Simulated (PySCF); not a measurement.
C₃H₆O, SMILES C=C(C)O. Geometry optimised at PBE0-D3(BJ)/def2-SVP. One conformer was computed; it need not be the lowest.

Computed equilibrium geometry at PBE0-D3(BJ)/def2-SVP (PySCF confirms it by a frequency run) as Cartesian coordinates in Å, and its point group (one conformer of several):
point group Cs.
```xyz
10

C      1.0243    -0.9939     0.0000
C      0.0408    -0.0830     0.0000
C      0.2455     1.3943     0.0000
O     -1.2769    -0.3921     0.0000
H      0.8105    -2.0668     0.0000
H      2.0687    -0.6834     0.0000
H     -0.2339     1.8415    -0.8851
H      1.3115     1.6511     0.0000
H     -0.2339     1.8415     0.8851
H     -1.3711    -1.3516     0.0000
```
Charge 0, spin multiplicity 1.
